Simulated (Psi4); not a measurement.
H2BrF2NSi, singlet, at a GFN2-xTB geometry; Psi4 with B3LYP/cc-pVTZ.

Psi4 was given this input:
```
memory 2 GB

molecule mol {
0 1
N     2.061085    0.103192    0.714862
Si    0.426382    0.474563    0.481255
F    -0.309245    0.483487    1.884737
F     0.306158    1.943661   -0.100368
Br   -0.727582   -0.824745   -0.832212
H     2.346388   -0.650857    1.313927
H     2.749823    0.306379    0.012565
}

set {
  basis cc-pvtz
  reference rks
}

energy('b3lyp')
print_variables()
```

Output, abridged:

```
   => Loading Basis Set <=

    Name: CC-PVTZ
    Role: ORBITAL
    Keyword: BASIS

         ---------------------------------------------------------
                                   SCF
               by Justin Turney, Rob Parrish, Andy Simmonett
                          and Daniel G. A. Smith
                              RKS Reference
         ---------------------------------------------------------

  ==> Geometry <==

    Molecular point group: c1
    Full point group: C1

    Geometry (in Angstrom), charge = 0, multiplicity = 1:

       Center              X                  Y                   Z               Mass
    ------------   -----------------  -----------------  -----------------  -----------------
         N            2.132874697656     0.131784999429     0.758149666480    14.003074004430
         SI           0.498171697656     0.503155999429     0.524542666480    27.976926534650
         F           -0.237455302344     0.512079999429     1.928024666480    18.998403162730
         F            0.377947697656     1.972253999429    -0.057080333520    18.998403162730
         BR          -0.655792302344    -0.796152000571    -0.788924333520    78.918337600000
         H            2.418177697656    -0.622264000571     1.357214666480     1.007825032230
         H            2.821612697656     0.334971999429     0.055852666480     1.007825032230

  Running in c1 symmetry.

  Rotational constants: A =      0.13122  B =      0.05098  C =      0.05051 [cm^-1]
  Rotational constants: A =   3933.91259  B =   1528.46708  C =   1514.24568 [MHz]
  Nuclear repulsion =  453.903292984928612

  Charge       = 0
  Multiplicity = 1
  Electrons    = 76
  Nalpha       = 38
  Nbeta        = 38

  ==> Algorithm <==

  SCF Algorithm Type is DF.
  DIIS enabled.
  MOM disabled.
  Fractional occupation disabled.
  Guess Type is SAD.
  Energy threshold   = 1.00e-06
  Density threshold  = 1.00e-06
  Integral threshold = 1.00e-12

  ==> Primary Basis <==

  Basis Set: CC-PVTZ
    Blend: CC-PVTZ
    Number of shells: 69
    Number of basis functions: 195
    Number of Cartesian functions: 223
    Spherical Harmonics?: true
    Max angular momentum: 3

  ==> DFT Potential <==

   => LibXC <=

    Version 7.1.2
    S. Lehtola, C. Steigemann, M. J. T. Oliveira, and M. A. L. Marques,  SoftwareX 7, 1–5 (2018) (10.1016/j.softx.2017.11.002)

   => Composite Functional: B3LYP <=

    B3LYP Hyb-GGA Exchange-Correlation Functional

[...]
   @DF-RKS iter   4: -3119.71771333022843   -2.37902e-02   2.06184e-04 ADIIS/DIIS
   @DF-RKS iter   5: -3119.71816207126085   -4.48741e-04   6.84279e-05 DIIS
   @DF-RKS iter   6: -3119.71823658167750   -7.45104e-05   2.17354e-05 DIIS
   @DF-RKS iter   7: -3119.71824528756952   -8.70589e-06   5.24078e-06 DIIS
   @DF-RKS iter   8: -3119.71824557189075   -2.84321e-07   2.08408e-06 DIIS
   @DF-RKS iter   9: -3119.71824563420023   -6.23095e-08   2.51633e-07 DIIS
  Energy and wave function converged.

  ==> Post-Iterations <==

   Electrons on quadrature grid:
      Ntotal   =   75.9999568586 ; deviation = -4.314e-05

    Orbital Energies [Eh]
    ---------------------

    Doubly Occupied:

[...]
    Virtual:

[...]
     195A     12.003231

    Final Occupation by Irrep:
              A
    DOCC [    38 ]
    NA   [    38 ]
    NB   [    38 ]

  @DF-RKS Final Energy: -3119.71824563420023

   => Energetics <=

    Nuclear Repulsion Energy =            453.9032929849286120
    One-Electron Energy =               -5243.4224287731030927
    Two-Electron Energy =                1783.3860766377492837
    DFT Exchange-Correlation Energy =    -113.5851864837754732
    Empirical Dispersion Energy =           0.0000000000000000
    VV10 Nonlocal Energy =                  0.0000000000000000
    Total Energy =                      -3119.7182456342002297

Computation Completed

Properties will be evaluated at   0.000000,   0.000000,   0.000000 [a0]

Properties computed using the SCF density matrix

 Multipole Moments:

 ------------------------------------------------------------------------------------
     Multipole            Electronic (a.u.)      Nuclear  (a.u.)        Total (a.u.)
 ------------------------------------------------------------------------------------

 L = 1.  Multiply by 2.5417464519 to convert [e a0] to [Debye]
 Dipole X            :         -9.3372941           10.3103798            0.9730857
 Dipole Y            :         -4.6413622            4.1065127           -0.5348495
 Dipole Z            :         -6.3086836            6.2169337           -0.0917499
 Magnitude           :                                                    1.1141713

 ------------------------------------------------------------------------------------

  Variable Map:
  ----------------------------------------------------------------------------
[...]
  Array Variable Map:
  ----------------------------------------------------------------------------
[...]
[...]
```
